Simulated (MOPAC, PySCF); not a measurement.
[Zn(SH)2], neutral singlet in the gas phase. 

Cartesian coordinates (Å):
```xyz
5

Zn    -0.0471     0.0348    -0.0671
S     -1.5170     0.6059     1.4400
H     -1.5126     1.9047     1.0403
S      1.4347    -0.5464    -1.5585
H      0.4800    -0.9075    -2.4555
```
Charge 0, multiplicity 1.

All levels are single points at this geometry (TPSS-D3(BJ)/def2-SVP); Pople sets use spherical d functions. Orbital energies aren't observables, and empty levels follow the basis.

PBE/6-31G* (LANL2DZ on Zn) in PySCF gives HOMO (eV) = -6.26.

Task: Estimate the HOMO (eV) from each of these levels: B3LYP-D3(BJ)/def2-TZVP in PySCF; PBE-D3(BJ)/def2-TZVP in PySCF; TPSSh-D3(BJ)/def2-TZVP in PySCF; B3LYP/3-21G in PySCF; B3LYP/6-311+G** (LANL2DZ on Zn) in PySCF; B3LYP/6-31G* (LANL2DZ on Zn) in PySCF; SVWN5/6-31G* (LANL2DZ on Zn) in PySCF; HF/6-31G* (LANL2DZ on Zn) in PySCF; HF/STO-3G in PySCF; AM1 in MOPAC; PM6 in MOPAC; PM7 in MOPAC.

Result: 
```csv
level,HOMO (eV)
B3LYP-D3(BJ)/def2-TZVP in PySCF,-7.24
PBE-D3(BJ)/def2-TZVP in PySCF,-6.30
TPSSh-D3(BJ)/def2-TZVP in PySCF,-6.85
B3LYP/3-21G in PySCF,-7.31
B3LYP/6-311+G** (LANL2DZ on Zn) in PySCF,-7.27
B3LYP/6-31G* (LANL2DZ on Zn) in PySCF,-7.20
SVWN5/6-31G* (LANL2DZ on Zn) in PySCF,-6.39
HF/6-31G* (LANL2DZ on Zn) in PySCF,-10.26
HF/STO-3G in PySCF,-3.29
AM1 in MOPAC,-10.05
PM6 in MOPAC,-9.48
PM7 in MOPAC,-9.20
```
